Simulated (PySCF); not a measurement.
# Electron correlation in Ne⁺ (neon, charge +1)

[He] 2s1 2p5 3s1, high-spin 4P determinant (an excited configuration). Computed with PySCF 2.14 in aug-cc-pVDZ, with the non-relativistic Hamiltonian (point nucleus). Frozen: 1s2; 7 electrons correlated.

MP2 pair energies summed by pair of shells (mhartree):

| pair | energy | share (%) |
| --- | --- | --- |
| 2p-2p | -119.17 | 75.3 |
| 2p-3s | -28.43 | 18.0 |
| 2s-2p | -10.48 | 6.6 |
| 2s-3s | -0.20 | 0.1 |

Total MP2 correlation energy: -158.28 mhartree.

Same-spin part -31.52 and opposite-spin part -126.76 mhartree; SCS-MP2 scales them by 1/3 and 6/5 to -162.62 mhartree.
